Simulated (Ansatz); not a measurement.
One change: `S[SiH2][GeH3]` becomes `CS[SiH2][GeH3]`.

Ansatz, PBE0-D4/def2-TZVP geometries, multiplicity 1. Each molecule was computed in one conformer, which needn't be the lowest.

Scalar relativity is left out up to krypton.

| property | `S[SiH2][GeH3]` |
| --- | --- |
| ideal-gas entropy at 298 K and 1 bar (rigid rotor, harmonic PBE0-D4/def2-TZVP) / J/(mol·K) | 348 |
| HOMO–LUMO gap (PBE0/def2-TZVPP) / eV | 7.06 |
| LUMO energy (ωB97M-V/def2-TZVPP) / eV | 1.50 |
| HOMO energy (PBE/def2-TZVPP) / eV | -6.16 |
| size of the dipole moment (PBE/def2-TZVPP) / D | 0.85 |
| HOMO–LUMO gap (ωB97M-V/def2-TZVPP) / eV | 10.92 |

Q: What does the change do to each property? (Estimate.)

A: The calculation gave: 
```csv
property,`CS[SiH2][GeH3]`,shift
"ideal-gas entropy at 298 K and 1 bar (rigid rotor, harmonic PBE0-D4/def2-TZVP) / J/(mol·K)",388,40
HOMO–LUMO gap (PBE0/def2-TZVPP) / eV,6.64,-0.42
LUMO energy (ωB97M-V/def2-TZVPP) / eV,1.59,0.09
HOMO energy (PBE/def2-TZVPP) / eV,-5.68,0.48
size of the dipole moment (PBE/def2-TZVPP) / D,1.26,0.41
HOMO–LUMO gap (ωB97M-V/def2-TZVPP) / eV,10.53,-0.39
```

With PBE0 the HOMO rises by 0.50 eV and the LUMO rises by 0.08 eV, so the gap narrows by about 0.42 eV. PBE moves the HOMO by 0.48 eV and ωB97M-V by 0.47 eV. The zero-point energy changes by 78.0 kJ/mol with +9 modes. Dipoles are sizes alone; their direction can turn. Modes under 60 cm⁻¹, often nearly free rotors, make the harmonic entropy too high.
